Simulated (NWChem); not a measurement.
# CH7FSi2; SMILES F[SiH2]C[SiH3]

Program: NWChem. Geometry: optimised at PBE0/def2-SVP. Level: PBE0/def2-SVP with SMD, gas-phase geometry; reactions with the solvents are ignored. One conformer.

| SMD term (kcal/mol) | water | toluene |
|---|---|---|
| distortion of the solute's density | 0.49 | 0.14 |
| polarisation | -3.21 | -1.62 |
| cavity, dispersion and structure | 4.00 | -0.41 |

Q: Sum the solvation free energies, find the transfer free energy from water to toluene and the partition coefficient at 298.15 K.

A: 
1. ΔG(solv, water) = 1.28 kcal/mol and ΔG(solv, toluene) = -1.89 kcal/mol (1 M gas to 1 M solution).
2. Transfer: -1.89 − (1.28) = -3.17 kcal/mol.
3. log₁₀ K(toluene/water) = −ΔG/(RT ln 10) = 3.17/1.364 = 2.3, so the model puts more of the solute in toluene.
4. Of the transfer energy, 1.24 kcal/mol is electrostatic and -4.41 comes from the non-electrostatic term. The two phases are taken as the pure solvents.
